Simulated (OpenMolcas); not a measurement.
## Multiconfigurational calculation on Te³⁺

Input:

```
&GATEWAY
Coord
1

Te 0.0 0.0 0.0
Basis=ANO-RCC-VDZP
Group=XYZ
NoMove
AngMom=0.0 0.0 0.0
AMFI
&SEWARD
* reference wave functions (RASSCF and RASSI steps not shown): 1 electron in 3 orbitals (5p)
>>> COPY JOB001 $Project.JobIph
&CASPT2
Multistate=3 1 2 3
Frozen=9 9
IPEA=0.25
Imaginary=0.1
MaxIter=60
WThr=0.0 0.3 0.05
PrWF=0.5
NoMix
```

Output, cut to the results:

```
--- CASPT2 ---
Orbital specifications:
      -----------------------

      Symmetry species                           1   2
                                                ag  au
      Frozen orbitals                            9   9
      Inactive orbitals                          6   0
      Active orbitals                            0   3
      Secondary orbitals                         6  10
      Deleted orbitals                           0   0
      Number of basis functions                 21  22
Type of calculation                        MS-CASPT2
      Fock operator                              state-specific
      IPEA shift                                 0.25
      Real shift                                 0.00
      Imaginary shift                            0.10
      The input orbitals will be transformed to quasi-canonical
Reference energy:       -6787.2788692841
      E2 (Non-variational):      -0.3515088241
      Shift correction:          -0.0001772557
      E2 (Variational):          -0.3516860798
      Total energy:           -6787.6305553639
      Residual norm:              0.0000001755
      Reference weight:           0.93943
      Contributions to the CASPT2 correlation energy
      Active & Virtual Only:          0.0000000000
      One Inactive Excited:          -0.0302502906
      Two Inactive Excited:          -0.3212585335
Reference energy:       -6787.2788692841
      E2 (Non-variational):      -0.3515088241
      Shift correction:          -0.0001772557
      E2 (Variational):          -0.3516860798
      Total energy:           -6787.6305553639
      Residual norm:              0.0000001755
      Reference weight:           0.93943
      Contributions to the CASPT2 correlation energy
      Active & Virtual Only:          0.0000000000
      One Inactive Excited:          -0.0302502906
      Two Inactive Excited:          -0.3212585335
::    CASPT2 Root  1     Total energy:  -6787.63055536
::    CASPT2 Root  2     Total energy:  -6787.63055536
::    CASPT2 Root  3     Total energy:  -6787.63055536
::    MS-CASPT2 Root  1     Total energy:  -6787.63055536
::    MS-CASPT2 Root  2     Total energy:  -6787.63055536
::    MS-CASPT2 Root  3     Total energy:  -6787.63055536
```

Levels above the lowest, from the spin-orbit matrix with the single-state CASPT2 energies, averaged by term, on its diagonal:

```tsv
Configuration	Term	J	E (cm⁻¹)	Measured (cm⁻¹)	g	Term weight %
5s² 5p	²P°	1/2	0.0	0.0	0.666	100
5s² 5p	²P°	3/2	8868	9223	1.334	100
```

Against the measured value (Moore, Atomic Energy Levels, vol. III, NSRDS-NBS 35 (1971 reprint of NBS Circular 467, 1958)): 5s² 5p ²P°_3/2: computed 8868, measured 9223 cm⁻¹ (-3.8 %).

With one active electron, CASPT2 adds the correlation within the correlated inactive shells and between them and that electron, and leaves the splitting within a term as the reference gives it. The basis is small and was not contracted for so high a charge. Measured partners are found by configuration, term and J. A level has none where our copy of the source lacks it or the pairing is in doubt (some pairs that miss far off the trend of their configuration count as doubtful), and it then counts in no deviation. Levels of configurations outside the active space are missing.

The term weight is that of the spin-free term in the level, not the purity of its configuration. ° marks odd parity.
